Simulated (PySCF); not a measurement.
## Löwdin shares of the frontier orbitals

C6H5N2P.
Bonds: C1–C2, C2–C3 (aromatic), C3–P4 (aromatic), P4–C5 (aromatic), C5–N6 (aromatic), N6–C7 (aromatic), C7–C8, C8–N9 (triple), C2–C7 (aromatic). Hydrogens: H10, H11, H12 on C1; H13 on C3; H14 on C5.

The calculation used TDDFT PBE0/def2-SVPD, vertical, gas phase, core orbitals frozen in the response (PySCF). Isolated species at its GFN2-xTB geometry, gas phase.

Kohn–Sham orbitals with the atoms that hold most of them (Löwdin shares over 4%, at most four atoms; ? is withheld):

```
orbital  ε (eV)                            atoms
 LUMO+2    0.30  P4 17%, C3 16%, C1 12%, H13 11%
 LUMO+1   -1.73   C5 21%, C2 18%, N6 18%, C3 16%
   LUMO   -2.84    P4 31%, C7 15%, C3 14%, N6 9%
   HOMO       ?                                ?
 HOMO-1   -7.83                                ?
 HOMO-2   -9.00    C3 32%, C2 20%, N6 14%, P4 9%
 HOMO-3   -9.12    P4 46%, C3 14%, C5 11%, N6 8%
```

(1) Which atoms hold the HOMO-1, and with what shares?

(2) Which atoms hold the HOMO, and with what shares?

(3) What is the HOMO energy, and the HOMO–LUMO gap?

## Answers

(1) P4 (bonded to 2 C) 24%; C5 (bonded to N, P and H) 18%; C7 (bonded to 2 C and N) 15%; N9 (bonded to C) 11%. By element: carbon 34% or more, phosphorus 24%, nitrogen 11% or more.

(2) N6 (bonded to 2 C) 44%; P4 (bonded to 2 C) 25%; C5 (bonded to N, P and H) 11%; C7 (bonded to 2 C and N) 7%. By element: nitrogen 44% or more, phosphorus 25%, carbon 17% or more.

(3) ε(HOMO) = -7.71 eV; the gap is 4.86 eV (0.1788 hartree).

How does S1 compare with the orbital gap of 4.86 eV?

S1 is at 3.39 eV (f = 0.0035), 1.48 eV below the gap, made of HOMO→LUMO (99%). Without the coupling terms of the response equations the lowest excitation would equal the gap.

One configuration dominates each of S1, S2 and S3. Which, and how do the shares of the two leading atoms of either orbital change from the occupied to the empty one?

- S1 (3.39 eV, f 0.0035), HOMO→LUMO (99%): N6 44% → 9%, P4 25% → 31%, C7 7% → 15%
- S2 (4.32 eV, f 0.0004), HOMO→LUMO+1 (98%): N6 44% → 18%, P4 25% → at most 17%, C5 11% → 21%, C2 at most 7% → 18%
- S3 (4.53 eV, f 0.194), HOMO-1→LUMO (74%): P4 24% → 31%, C5 18% → at most 9%, C7 15% → 15%

Hardware: one thread of an Arm Neoverse V2, no GPU, shared host. Cost: 37 s wall, 0.87 GiB resident at most.
